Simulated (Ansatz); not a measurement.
Dissociation curve of OH (cation, charge +1), triplet.

- UKS-PBE = unrestricted PBE/cc-pVTZ (Ansatz, an electronic-structure program)
- UKS-PBE0 = unrestricted PBE0/cc-pVTZ (Ansatz)
- FCI = full CI/cc-pVTZ, frozen core (Ansatz)

Energies relative to the lowest point of each curve between 0.88 and 1.31 Å, where full CI is lowest, in kcal/mol; the last columns give the error against full CI:

```tsv
R / Å	UKS-PBE	UKS-PBE0	FCI	UKS-PBE − FCI	UKS-PBE0 − FCI
0.70	107.2	103.3	102.5	4.7	0.8
0.76	61.3	58.0	57.4	3.9	0.7
0.80	40.5	37.7	37.1	3.4	0.6
0.84	25.5	23.1	22.7	2.9	0.5
0.88	15.0	13.0	12.7	2.3	0.4
0.93	6.5	5.1	4.9	1.6	0.2
0.96	3.4	2.3	2.2	1.2	0.2
0.97	2.6	1.7	1.5	1.1	0.1
1.00	0.9	0.3	0.3	0.7	0.1
1.05	0.0	0.0	0.0	0.0	0.0
1.10	0.8	1.4	1.5	-0.6	-0.1
1.15	2.9	4.0	4.2	-1.3	-0.1
1.21	6.5	8.2	8.5	-2.0	-0.2
1.31	13.9	16.7	17.0	-3.1	-0.3
1.41	22.1	25.7	26.2	-4.1	-0.5
1.54	32.5	37.1	37.9	-5.5	-0.9
1.71	44.5	50.0	51.9	-7.4	-2.0
1.92	55.7	61.9	66.6	-10.9	-4.7
2.14	63.4	70.6	79.0	-15.6	-8.4
2.43	69.4	77.9	91.5	-22.0	-13.6
2.83	73.2	83.4	103.1	-29.9	-19.7
3.28	74.1	85.8	110.6	-36.6	-24.9
```

UKS-PBE is furthest from FCI at 3.28 (-36.6 kcal/mol, below); its mean absolute error over the points is 7.3 kcal/mol.

UKS-PBE0 is furthest from FCI at 3.28 (-24.9 kcal/mol, below); its mean absolute error over the points is 3.6 kcal/mol.

The unrestricted determinant behind UKS-PBE is spin-contaminated at 1.92 to 3.28 Å (<S²> up to 2.5, against 2.00 for a pure triplet). The unrestricted determinant behind UKS-PBE0 is spin-contaminated at 1.71 to 3.28 Å (<S²> up to 2.5, against 2.00 for a pure triplet).
